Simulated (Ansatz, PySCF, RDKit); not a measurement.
Noncovalent pair: C2H2 (SMILES C#C) (first 4 atoms) with H2S (SMILES S); geometry from B3LYP-D3(BJ)/def2-TZVP, rigid monomers moved along the line of their centres of mass till C2···H7 is 3.04 Å.
(charge 0, multiplicity 1):
```csv
atom,x (Å),y (Å),z (Å)
C,-0.5123,0.7521,0.1693
C,-0.5379,-0.4381,0.0418
H,-0.4887,1.8089,0.2820
H,-0.5590,-1.4951,-0.0700
S,1.1328,-0.4014,4.0639
H,-0.1209,-0.4168,4.5438
H,0.7107,-0.2039,2.8029
```

Counterpoise-corrected where a basis set is named; no monomer relaxation. Rows marked so take none. RDKit's UFF carries no charges.

Rows in 6-311+G** carry no dispersion term and start afresh at each structure.

The values were computed with Ansatz (an electronic-structure program) with Gaussian orbitals; PySCF for 6-311+G** rows; RDKit for the force fields. Each number belongs to the level named beside it.

Task: One of these levels gives -3.9 kJ/mol for the interaction energy. Which one is it?
A. UFF
B. r2SCAN/def2-TZVPPD
C. B3LYP/6-311+G** (no counterpoise)

Result: C, B3LYP/6-311+G** (no counterpoise). The others give -2.1 (UFF), -5.2 (r2SCAN/def2-TZVPPD)
